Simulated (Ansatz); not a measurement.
System: InF2, charge 0, doublet. InF2 (SMILES [F][In][F], doublet).
B3LYP-D3(BJ)/def2-TZVP minimum from Ansatz (a quantum-chemistry and plane-wave program):
```xyz
3

In     0.2297     0.1164     0.0940
F     -0.8133     0.9486    -1.3634
F     -0.4372    -1.5822     0.8518
```
Charge 0, spin multiplicity 2.

Total energies in def2-SVP, 17 correlated electrons, 11 frozen orbitals. UHF or UKS for unpaired electrons; spin-orbit terms are left out. Correlated methods leave the cores frozen (noble-gas shells, and filled d and f shells in the p block). Past Kr the def2 sets carry scalar-relativistic core potentials. Spin-orbit terms, left out, reach several kcal/mol for Br and I, and more for heavier atoms. The spin of F2In ([F][In][F], doublet) was assumed, and the state is the lowest solution found for it.

```json
[
 {"method": "HF", "program": "Ansatz", "energy (Eh)": "-387.95485", "minus CCSDT(Q) (mEh)": "432.43"},
 {"method": "MP2", "program": "Ansatz", "energy (Eh)": "-388.37615", "minus CCSDT(Q) (mEh)": "11.13"},
 {"method": "CCSD", "program": "Ansatz", "energy (Eh)": "-388.37821", "minus CCSDT(Q) (mEh)": "9.06"},
 {"method": "CCSD(T)", "program": "Ansatz", "energy (Eh)": "-388.38533", "minus CCSDT(Q) (mEh)": "1.95"},
 {"method": "CCSDT(Q)", "program": "Ansatz", "energy (Eh)": "-388.38728", "minus CCSDT(Q) (mEh)": "0.00"}
]
```

Rough core times of Ansatz's runs on a shared machine: CCSD(T) under 20 s, CCSDT(Q) 2 min.
